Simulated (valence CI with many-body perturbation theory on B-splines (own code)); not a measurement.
E1 line list for Sm31+

Level of theory: relativistic CI+MBPT: three valence electrons over a frozen Dirac-Fock core [Ar] 3d10, radial functions for each j: 11 s, 11 p, 9 d, 7 f, 5 g, 2 h, 1 i, with the one-electron correlation potential Σ1 (screened to all orders), the two-electron term Σ2, the three-electron term Σ3, Breit, model QED; selected single and double excitations, second order for the rest (own B-spline code, finite nucleus).

No measured spectrum was set against this ion. As an estimate, large intervals hold to a few tenths of a per cent, small ones and those within an open d or f shell to about a per cent.

Lines 151 to 200 of 248 in falling wavelength, among levels below 2930900 cm⁻¹, chosen from the strongest by gf and those to the six lowest levels. Wavelengths and rates use the calculated energies. Electric multipoles are in the length gauge, E1 and E2 with the static RPA response of the core. Weak lines are less certain than strong ones. Lines between different terms over intervals too small for the method are left out, as are lines whose strength nearly cancels. Where a level lies close to another of its J and parity, the split of strength between their lines is uncertain. The highest levels of a list are the least certain.

Levels are named by their leading jj configuration (3d3/2^4 stands for four electrons in 3d with j = 3/2), which in mixed levels can hold well under half, so a name can repeat and another be missing. Letters in brackets count levels of one name in rising energy.

```
λ vac (Å)                          Upper                       Lower   A (s⁻¹)  log gf  Branch %
    91.03     (4s 4p1/2 4f5/2) J=5/2 [b]       (4p1/2 4p3/2^2) J=5/2  3.72e+10   -0.56      16.2
    89.77     (4s 4p1/2 4d5/2) J=5/2 [b]  (4s 4p1/2 4p3/2) J=3/2 [a]  1.71e+09   -1.91       0.9
    89.31     (4s 4p1/2 4f7/2) J=7/2 [a]      (4s 4p1/2 4d3/2) J=5/2  7.36e+10   -0.15      34.0
    89.18     (4s 4p1/2 4f5/2) J=5/2 [a]  (4s 4p1/2 4d3/2) J=3/2 [a]  1.78e+11    0.10      67.0
    88.69                (4p3/2^3) J=3/2  (4s 4p1/2 4p3/2) J=3/2 [b]  1.46e+10   -1.16       6.5
    87.84     (4s 4p1/2 4d3/2) J=3/2 [a]          (4s 4p1/2^2) J=1/2  2.09e+10   -1.01      47.8
    87.47         (4s 4p1/2 4d5/2) J=3/2  (4s 4p1/2 4p3/2) J=3/2 [a]  1.52e+10   -1.16       3.6
    87.38     (4s 4p3/2 4d3/2) J=5/2 [a]  (4s 4p1/2 4p3/2) J=3/2 [b]  1.72e+08   -2.93       0.0
    87.32     (4s 4p3/2 4d3/2) J=1/2 [a]  (4s 4p1/2 4p3/2) J=3/2 [b]  6.16e+09   -1.85       1.8
    87.15     (4s 4p1/2 4f5/2) J=5/2 [b]      (4s 4p1/2 4d3/2) J=5/2  5.37e+10   -0.44      23.4
    86.91     (4s 4p1/2 4f7/2) J=7/2 [b]      (4s 4p1/2 4d3/2) J=5/2  4.94e+10   -0.35      18.3
    86.84             (4s^2 4f5/2) J=5/2          (4s 4p3/2^2) J=3/2  4.99e+10   -0.47       9.7
    86.44     (4s 4p3/2 4d3/2) J=3/2 [a]  (4s 4p1/2 4p3/2) J=3/2 [b]  3.05e+09   -1.86       0.9
    86.36         (4s 4p1/2 4f5/2) J=3/2  (4s 4p1/2 4d3/2) J=3/2 [a]  8.95e+10   -0.40      42.0
    85.34          (4p1/2 4p3/2^2) J=3/2          (4s 4p1/2^2) J=1/2  2.76e+10   -0.92      15.0
    83.93     (4s 4p3/2 4d3/2) J=3/2 [b]      (4s 4p1/2 4p3/2) J=1/2  2.13e+11   -0.04      46.9
    83.32                (4p3/2^3) J=3/2      (4s 4p1/2 4p3/2) J=5/2  1.93e+10   -1.10       8.6
    82.75     (4s 4p1/2 4f7/2) J=7/2 [c]      (4s 4p1/2 4d3/2) J=5/2  3.02e+10   -0.61      14.1
    82.29     (4s 4p3/2 4d5/2) J=5/2 [a]  (4s 4p1/2 4p3/2) J=3/2 [b]  1.03e+09   -2.20       0.5
    82.16     (4s 4p3/2 4d3/2) J=3/2 [b]  (4s 4p1/2 4p3/2) J=3/2 [b]  1.23e+11   -0.30      27.1
    82.16     (4s 4p3/2 4d3/2) J=5/2 [a]      (4s 4p1/2 4p3/2) J=5/2  2.41e+11    0.17      57.8
    82.12             (4s 4p3/2^2) J=3/2          (4s^2 4p1/2) J=1/2  2.14e+11   -0.06      64.7
    81.51         (4s 4p3/2 4d3/2) J=7/2      (4s 4p1/2 4p3/2) J=5/2  3.36e+11    0.43      94.7
    81.39  (4p1/2 4p3/2 4d5/2) J=3/2 [a]       (4p1/2^2 4p3/2) J=3/2  2.12e+11   -0.07      60.1
    81.38  (4p1/2 4p3/2 4d3/2) J=5/2 [b]       (4p1/2^2 4p3/2) J=3/2  2.73e+11    0.21      66.1
    81.37             (4s 4p3/2^2) J=1/2          (4s^2 4p1/2) J=1/2  4.10e+09   -2.09       2.6
    81.33     (4s 4p3/2 4d3/2) J=3/2 [a]      (4s 4p1/2 4p3/2) J=5/2  5.74e+10   -0.64      17.7
    80.09                (4p3/2^3) J=3/2  (4s 4p1/2 4p3/2) J=3/2 [a]  1.26e+11   -0.31      56.0
    79.81     (4s 4p3/2 4d3/2) J=5/2 [b]  (4s 4p1/2 4p3/2) J=3/2 [b]  3.32e+11    0.28      78.6
    79.77  (4p1/2 4p3/2 4d5/2) J=5/2 [a]       (4p1/2^2 4p3/2) J=3/2  1.62e+11   -0.03      46.5
    79.72          (4p1/2 4p3/2^2) J=1/2          (4s 4p1/2^2) J=1/2  1.08e+11   -0.69      42.5
    79.56  (4p1/2 4p3/2 4d3/2) J=3/2 [b]       (4p1/2^2 4p3/2) J=3/2  2.42e+11   -0.04      50.9
    79.55  (4p1/2 4p3/2 4d3/2) J=1/2 [b]       (4p1/2^2 4p3/2) J=3/2  4.12e+11   -0.11      73.4
    79.46     (4s 4p1/2 4d3/2) J=3/2 [b]          (4s 4p1/2^2) J=1/2  3.55e+11    0.13      85.0
    79.43         (4s 4p1/2 4d3/2) J=1/2          (4s 4p1/2^2) J=1/2  3.75e+11   -0.15      83.4
    79.16     (4s 4p3/2 4d3/2) J=1/2 [b]      (4s 4p1/2 4p3/2) J=1/2  2.94e+11   -0.26      52.1
    79.02     (4s 4p3/2 4d3/2) J=5/2 [a]  (4s 4p1/2 4p3/2) J=3/2 [a]  1.70e+11   -0.02      40.8
    78.97     (4s 4p3/2 4d3/2) J=1/2 [a]  (4s 4p1/2 4p3/2) J=3/2 [a]  3.32e+11   -0.21      97.1
    78.26     (4s 4p3/2 4d3/2) J=3/2 [a]  (4s 4p1/2 4p3/2) J=3/2 [a]  1.50e+11   -0.26      46.3
    77.64     (4s 4p3/2 4d5/2) J=5/2 [a]      (4s 4p1/2 4p3/2) J=5/2  7.84e+08   -2.37       0.4
    77.58     (4s 4p3/2 4d3/2) J=1/2 [b]  (4s 4p1/2 4p3/2) J=3/2 [b]  1.31e+10   -1.63       2.3
    77.52     (4s 4p3/2 4d3/2) J=3/2 [b]      (4s 4p1/2 4p3/2) J=5/2  2.79e+07   -4.00       0.0
    77.43             (4s^2 4d3/2) J=3/2          (4s^2 4p1/2) J=1/2  2.29e+11   -0.08      50.6
    75.43     (4s 4p3/2 4d3/2) J=5/2 [b]      (4s 4p1/2 4p3/2) J=5/2  5.76e+08   -2.53       0.1
    74.83     (4s 4p3/2 4d5/2) J=5/2 [a]  (4s 4p1/2 4p3/2) J=3/2 [a]  2.21e+08   -2.95       0.1
    74.83         (4s 4p3/2 4d5/2) J=1/2  (4s 4p1/2 4p3/2) J=3/2 [b]  1.23e+10   -1.69       3.5
    74.73     (4s 4p3/2 4d3/2) J=3/2 [b]  (4s 4p1/2 4p3/2) J=3/2 [a]  5.17e+08   -2.76       0.1
    74.55     (4s 4p3/2 4d5/2) J=7/2 [a]      (4s 4p1/2 4p3/2) J=5/2  7.77e+10   -0.29      32.3
    74.48     (4s 4p3/2 4d3/2) J=3/2 [c]      (4s 4p1/2 4p3/2) J=1/2  5.66e+10   -0.72       8.8
    74.11     (4s 4p3/2 4d5/2) J=7/2 [b]      (4s 4p1/2 4p3/2) J=5/2  9.20e+09   -1.22       3.8
```
